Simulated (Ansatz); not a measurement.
```yaml
crystal:
  periodic: [false, false, false]
  atoms:
    - {symbol: F, position_ang: [-1.221912, -1.655134, 0.409954]}
    - {symbol: C, position_ang: [-0.676255, -0.524279, 0.855565]}
    - {symbol: F, position_ang: [-1.659556, 0.293943, 1.228270]}
    - {symbol: F, position_ang: [0.056641, -0.811216, 1.930824]}
    - {symbol: Sn, position_ang: [0.569934, 0.413028, -0.709023]}
    - {symbol: Cl, position_ang: [-0.727230, 0.934701, -2.527801]}
    - {symbol: Cl, position_ang: [1.525657, 2.330737, 0.110759]}
    - {symbol: Cl, position_ang: [2.224819, -1.038779, -1.354449]}
basis:
  gaussian: {orbitals: x2c-TZVPPall}
hamiltonian: {xc: {name: HF}}
correlation: {method: mp2, frozen_orbitals: {F: 0}}
output: {forces: true}
```

```sh
$ ansatz run in.yaml --threads 2 --pin off --events-out ev --progress --plain --max-ram 31744MiB --backend cuda --devices 0, --max-vram 18GiB
```

Output, abridged:

```
Functional definition: HF
  name "HF"
  cite "Fock, Z. Phys. 61, 126 (1930) doi:10.1007/BF01340294"
  parent pbe
  exchange = exact_x
  correlation = 0
Error: "frozen_orbitals" has no count for C
```

Q: Something in this input is off. What?

A: Frozen orbitals are typed for one element alone, and the program wants a count for each. The program refused the input.
